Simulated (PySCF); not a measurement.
Numbering as in the mapped SMILES `[OH:1][SiH-:2][C:3]([F:4])([F:5])[F:6]`. Each H is labelled by its parent atom.

Geometry: PBE0-D3(BJ)/def2-SVP; GIAO absolute shieldings from PySCF, gas phase, non-relativistic, averaged over equivalent atoms.

At PBE0/pcSseg-1 (119 basis functions, 8 s wall time on 1 thread of an Arm Neoverse V2, shared host):
```tsv
atoms	σ (ppm)
O1	338.8
Si2	343.3
C3	31.7
F4/F5/F6	257.5
H(Si2)	25.73
H(O1)	30.96
```

**Question.** Predict the values at B3LYP/pcSseg-2 on the same geometry.

**Answer.** 
| atoms | σ at B3LYP/pcSseg-2 | change |
| --- | --- | --- |
| O1 | 312.4 | -26.4 |
| Si2 | 315.6 | -27.7 |
| C3 | 19.5 | -12.2 |
| F4/F5/F6 | 249.1 | -8.4 |
| H(Si2) | 25.66 | -0.07 |
| H(O1) | 30.71 | -0.25 |

The largest change is at Si2 (silicon bonded to C, O, H). Cost: 251 basis functions, 20 s wall time on 1 thread of an Arm Neoverse V2, shared host.
